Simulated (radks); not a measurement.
Q: The mean radii <r> (bohr) of the occupied orbitals of an atom or ion are listed with their occupations. Method: Dirac Kohn-Sham, BLYP, spin-unpolarised, spherical densities, finite nucleus; Fermi nuclear charge, rms radius of each element as measured or else 0.836 A^(1/3) + 0.57 fm; computed with a radial shooting solver on a logarithmic mesh with Libxc functionals.

| orbital | occ. | <r> |
|---|---|---|
| 1s1/2 | 2 | 0.03916 |
| 2s1/2 | 2 | 0.1722 |
| 2p1/2 | 2 | 0.1475 |
| 2p3/2 | 4 | 0.1516 |
| 3s1/2 | 2 | 0.4921 |
| 3p1/2 | 2 | 0.4915 |
| 3p3/2 | 4 | 0.5019 |
| 3d3/2 | 4 | 0.4962 |
| 3d5/2 | 6 | 0.4999 |
| 4s1/2 | 2 | 1.351 |
| 4p1/2 | 2 | 1.529 |
| 4p3/2 | 4 | 1.562 |

Name the element and its charge. Open shells, if any, fill j = l - 1/2 first.

A: Z = 38, strontium, charge +2: Sr2+ in [Kr]. The 1s radius gives Z: for a bare nucleus <r> = (2 gamma + 1)/(2Z) with gamma = sqrt(1 - (Z/c)^2), 0.03844 bohr for Z = 38, and screening makes it slightly larger (0.03916 here). The occupations add up to 36, and the charge is Z minus that.
